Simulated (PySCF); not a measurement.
# Manganese: a sound run and one with changed settings

Sound run: Mn [Ar] 3d5 4s2, Mn⁺ [Ar] 3d5 4s1. Computed with PySCF 2.14 in cc-pVDZ (6s5p3d1f, 43 functions), with no relativity, point nucleus. The sound run starts from symmetry-adapted Hartree-Fock orbitals and uses a fine grid where one is needed.

Changed run: 14 angular points. This setting is unsound on purpose.

```json
{"species": "Mn", "method": "UHF", "sound run (hartree)": "-1149.86769", "changed run (hartree)": "-1149.86769", "converged": "yes"}
{"species": "Mn", "method": "M06-2X", "sound run (hartree)": "-1150.97801", "changed run (hartree)": "-1150.97801", "converged": "yes"}
{"species": "Mn", "method": "PBE0", "sound run (hartree)": "-1150.78129", "changed run (hartree)": "-1150.78129", "converged": "yes"}
{"species": "Mn⁺", "method": "UHF", "sound run (hartree)": "-1149.64787", "changed run (hartree)": "-1149.64787", "converged": "yes"}
{"species": "Mn⁺", "method": "M06-2X", "sound run (hartree)": "-1150.68286", "changed run (hartree)": "-1150.68286", "converged": "yes"}
{"species": "Mn⁺", "method": "PBE0", "sound run (hartree)": "-1150.52302", "changed run (hartree)": "-1150.52302", "converged": "yes"}
```

Ionisation energy of Mn:

| method | sound run (eV) | changed run (eV) |
| --- | --- | --- |
| UHF | 5.982 | 5.982 |
| M06-2X | 8.031 | 8.031 |
| PBE0 | 7.028 | 7.028 |

Here the setting changes nothing at the digits shown.

For comparison, NIST gives 7.434 eV between the lowest levels.
